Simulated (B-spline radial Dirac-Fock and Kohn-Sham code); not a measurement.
**Conversion-electron coefficients: Lu, 200 keV**

Z = 71 (lutetium), transition energy 200 keV. These are calculated numbers from an atomic code on a B-spline grid; the model is a Dirac-Hartree-Slater potential of the neutral atom with a Latter tail (no hole, which puts coefficients of high multipoles low close above an edge), finite nucleus with surface currents. Subshells that would emit electrons below 1 keV are left out.

The run's input, task.json:

```json
{"items": [{
  "Z": 71,
  "q": 0,
  "cfg": [[1, 0, 2], [2, 0, 2], [2, 1, 6], [3, 0, 2], [3, 1, 6], [3, 2, 10], [4, 0, 2], [4, 1, 6], [4, 2, 10], [4, 3, 14], [5, 0, 2], [5, 1, 6], [5, 2, 1], [6, 0, 2]],
  "A": 175,
  "rrms": 5.37,
  "do": "conversion",
  "gamma": [200],
  "edges": {"K": 63314.0, "L1": 10870.0, "L2": 10349.0, "L3": 9244.0, "M1": 2491.0, "M2": 2264.0, "M3": 2024.0, "M4": 1639.0, "M5": 1589.0, "N1": 506.8, "N2": 412.4, "N3": 359.2, "N4": 206.1, "N5": 196.3, "O1": 65.62}
}]}
```

Launch: `python xray2_run.py task.json out`

| subshell | electron energy (keV) | E1 | E4 | M1 | M2 | M5 |
| --- | --- | --- | --- | --- | --- | --- |
| K | 136.69 | 0.0479 | 1.64 | 0.434 | 2.12 | 108 |
| L1 | 189.13 | 0.00551 | 0.418 | 0.0608 | 0.395 | 60.5 |
| L2 | 189.65 | 0.000942 | 6.62 | 0.00536 | 0.0518 | 19.2 |
| L3 | 190.76 | 0.000966 | 3.57 | 0.000676 | 0.0424 | 118 |
| M1 | 197.51 | 0.00120 | 0.112 | 0.0136 | 0.0918 | 16.4 |
| M2 | 197.74 | 0.000223 | 1.72 | 0.00132 | 0.0131 | 5.23 |
| M3 | 197.98 | 0.000235 | 0.934 | 0.000168 | 0.0110 | 34.7 |
| M4 | 198.36 | 5.10e-06 | 0.0593 | 4.14e-06 | 0.000140 | 0.921 |
| M5 | 198.41 | 6.20e-06 | 0.0473 | 3.07e-06 | 1.99e-05 | 1.53 |
| total |  | 0.0574 | 15.9 | 0.520 | 2.76 | 381 |

Q: For a pure M1 transition, what fraction of decays emits a photon?

A: 1/(1 + α) = 0.658 with the total α = 0.520; the total includes the outer subshells that are not listed.
